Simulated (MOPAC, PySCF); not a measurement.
[Cd(CH3)(Cl)], neutral singlet in the gas phase. 

Cartesian coordinates (Å):
```xyz
6

Cd    -0.1730    -0.0995     0.0547
C      0.6040    -0.5972     1.9329
H      1.3927     0.1170     2.2103
H      1.0296    -1.6107     1.9035
H     -0.1947    -0.5635     2.6880
Cl    -1.0253     0.4490    -2.0097
```
Charge 0, multiplicity 1.

All levels are single points at this geometry (r2SCAN-D4/def2-SVP); Pople sets use spherical d functions. Orbital energies aren't observables, and empty levels follow the basis.

BP86/6-31G* (LANL2DZ on Cd) in PySCF gives gap (eV) = 5.17.

Task: Estimate the gap (eV) from each of these levels: B3LYP-D3(BJ)/def2-TZVP in PySCF; PBE-D3(BJ)/def2-TZVP in PySCF; TPSSh-D3(BJ)/def2-TZVP in PySCF; B3LYP/LANL2DZ in PySCF; M06-2X/6-31G* (LANL2DZ on Cd) in PySCF; PBE/6-31G* (LANL2DZ on Cd) in PySCF; HF/6-31G* (LANL2DZ on Cd) in PySCF; PM7 in MOPAC.

Result: 
```
level                                   gap (eV)
--------------------------------------  --------
B3LYP-D3(BJ)/def2-TZVP in PySCF             6.86
PBE-D3(BJ)/def2-TZVP in PySCF               5.26
TPSSh-D3(BJ)/def2-TZVP in PySCF             6.38
B3LYP/LANL2DZ in PySCF                      6.56
M06-2X/6-31G* (LANL2DZ on Cd) in PySCF      8.96
PBE/6-31G* (LANL2DZ on Cd) in PySCF         5.16
HF/6-31G* (LANL2DZ on Cd) in PySCF         12.34
PM7 in MOPAC                               10.19
```
